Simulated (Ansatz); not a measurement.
## One elementary step

Start structure (Si4H13O2F, closed shell), relaxed at PBE0-D4/def2-TZVP:

Si1  (-0.543, -0.125, 0.321)
Si2  (1.242, -0.632, 1.759)
Si3  (-2.202, 0.995, 1.546)
Si4  (-1.427, -2.117, -0.530)
O5  (-0.034, 0.773, -0.999)
H6  (2.195, 0.628, -3.491)
O7  (2.230, 0.525, -2.538)
H8  (2.331, 1.820, -1.644)
F9  (2.101, 2.497, -1.001)
H10  (0.730, -1.496, 2.858)
H11  (2.316, -1.362, 1.032)
H12  (1.818, 0.606, 2.351)
H13  (-3.410, 1.249, 0.715)
H14  (-1.693, 2.298, 2.057)
H15  (-2.588, 0.146, 2.707)
H16  (-1.834, -2.977, 0.615)
H17  (-0.409, -2.844, -1.337)
H18  (-2.618, -1.861, -1.385)
H19  (0.463, 1.582, -0.795)
H20  (1.330, 0.294, -2.242)
(Å)

The step: Si₄H₁₀O ([OH][Si]([SiH3])([SiH3])[SiH3]) + H₂O + HF → Si₃H₇OF ([OH][Si]([F])([SiH3])[SiH3]) + SiH₄ + H₂O; bonds formed: Si1–F9, Si2–H8; bonds broken: Si1–Si2, H8–F9. Computed with Ansatz 0.2.0 (basis: def2-TZVPP and def2-QZVPP); correlated methods freeze the cores. Extrapolation: Hartree–Fock as exp(−7.88 √X), correlation as X^−2.97. Energies below are by CCSD(T) at an estimated basis limit (MP2 extrapolated from triple and quadruple zeta, plus CCSD(T) − MP2 in triple zeta).

**Question.** What are the electronic barrier and the energy of the step, from the start structure to the end structure? (An estimate is asked for; the value comes from the calculation.)

**Answer.** Computed: Barrier 1.957 eV; step energy -0.928 eV (downhill); reverse barrier, their difference, 2.886 eV. Barrier and step energy count from the start structure, the reverse barrier from the end structure.

The saddle point: One imaginary mode of 856i cm⁻¹.
| pair | start (Å) | saddle (Å) | end (Å) |
| --- | --- | --- | --- |
| Si1–F9 | 3.95 | 2.28 | 1.62 |
| Si2–H8 | 4.33 | 1.71 | 1.48 |
| Si1–Si2 | 2.35 | 2.60 | 4.63 |
| H8–F9 | 0.96 | 1.36 | 4.08 |

Zero-point energy (harmonic, PBE0-D4): ZPE is 3.476 eV at the start and 3.355 eV at the saddle, so the barrier goes from 1.957 to 1.836 eV.

T1 diagnostic: at most 0.016.

Labels in which every atom is bracketed show which atoms are joined, not bond orders.

For scale, one of the runs: CCSD(T)/def2-TZVPP, 443 basis functions, launched by `ansatz run in.yaml --threads 4 --pin off --events-out ev --progress --plain --max-ram 63488MiB --backend cuda --devices 0, --max-vram 37GiB`. Time: 35 s of wall clock on 4 CPU threads of an AMD EPYC 7R13 and a share of one NVIDIA H100; the host was shared. Peak host memory: 1 GiB.
